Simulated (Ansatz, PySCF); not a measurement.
AlFH4O2Si. Atoms are numbered in the order given.

```xyz
9

Al    -0.0157     0.8009     0.5953
F      0.8820     2.1799     0.3034
O     -1.0328     0.6965     1.9586
H     -1.1079     1.4335     2.5847
O      0.0955    -0.4967    -0.4798
Si     0.0532    -1.8695    -1.4121
H     -1.0512    -2.7857    -0.9570
H      1.3642    -2.6009    -1.3059
H     -0.1856    -1.5033    -2.8520
```
Charge 0, spin multiplicity 1.

Geometry optimised at PBE-D3(BJ)/def2-SVP. The structure was generated by enumeration; whether it is a known compound was not checked. One conformer was computed; it need not be the lowest.

Vertical ionisation energy (IE) and electron affinity (EA) in eV. Rows of orbital energies are one-electron estimates. Where ΔSCF, EOM or ADC give a negative EA the extra electron is unbound and the value depends on the basis.

```tsv
level	IE	EA
−ε(HOMO), −ε(LUMO), M06-2X/def2-TZVP (PySCF)	10.27	0.48
−ε(HOMO), −ε(LUMO), PBE/def2-TZVP (PySCF)	7.43	1.93
ΔSCF, CAM-B3LYP/def2-SVPD (Ansatz), final states of multiplicity 2 and 2	11.38	-0.11
ΔSCF, PBE/def2-SVPD (Ansatz), final states of multiplicity 2 and 2	?	?
```

Task: Fill in the missing entries. (An estimate is asked for; the answer gives what the named calculation found.)

Result: 
- ΔSCF, PBE/def2-SVPD (Ansatz, an electronic-structure program), final states of multiplicity 2 and 2, IE: 10.44
- ΔSCF, PBE/def2-SVPD (Ansatz), final states of multiplicity 2 and 2, EA: 0.14

Task: What vertical singlet–triplet gap does ΔSCF give with CAM-B3LYP/def2-SVPD (Ansatz) and with PBE/def2-SVPD (Ansatz)? (The exact figures need the calculation; the answer reports its results.)

Result: 6.85 and 5.65 eV (triplet above singlet where positive).
